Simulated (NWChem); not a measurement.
Molecule: sulfur tetrafluoride (SF4); SMILES FS(F)(F)F

Computed with NWChem. Pople sets run with spherical d functions. Each level has its own optimisation. Computed dipoles belong to the equilibrium geometry; the measured one is vibrationally averaged.

Measured dipole moment: 0.63 D (NIST CCCBDB, as tabulated in the package chemicals).

### Question
Which of these levels lies farthest from the measured value, and how do the others fare: Hartree-Fock/STO-3G; Hartree-Fock/6-31G*; PBE/def2-SVP; B3LYP/6-31G*; PBE0/def2-SVP; LDA (Slater exchange, VWN5)/def2-SVP; BLYP/def2-SVP; Hartree-Fock/3-21G?

### Answer
Hartree-Fock/3-21G.
```
level                                 dipole moment (D)  computed − measured
------------------------------------  -----------------  -------------------
Hartree-Fock/STO-3G                                1.31                +0.68
Hartree-Fock/3-21G                                 2.21                +1.58
Hartree-Fock/6-31G*                                1.01                +0.38
B3LYP/6-31G*                                       0.88                +0.25
LDA (Slater exchange, VWN5)/def2-SVP               0.88                +0.25
PBE/def2-SVP                                       0.93                +0.30
BLYP/def2-SVP                                      1.01                +0.38
PBE0/def2-SVP                                      0.97                +0.34
```
